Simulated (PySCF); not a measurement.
Excitations are Tamm–Dancoff values on a coarser integration grid. The basis has no diffuse functions, so Rydberg states are missing or too high.

Cartesian coordinates (Å):
```xyz
9

C      1.1509     0.0825    -0.2146
Si    -0.5682    -0.3779     0.3365
O     -1.6296     0.8826     0.2246
H      1.1703     0.3619    -1.2713
H      1.5370     0.9219     0.3682
H      1.8294    -0.7653    -0.0824
H     -0.5725    -0.7564     1.7706
H     -1.0444    -1.5321    -0.4802
H     -1.8730     1.1828    -0.6513
```
Charge 0, spin multiplicity 1.

### Question
Give the T1 excitation (TDA), S1 oscillator strength and HOMO at the level PBE-D3(BJ)/def2-TZVP // PBE0-D3(BJ)/def2-TZVP (PySCF).

### Answer

```yaml
T1 excitation (TDA): 6.36 eV
S1 oscillator strength: 0.008
HOMO: -6.94 eV
```
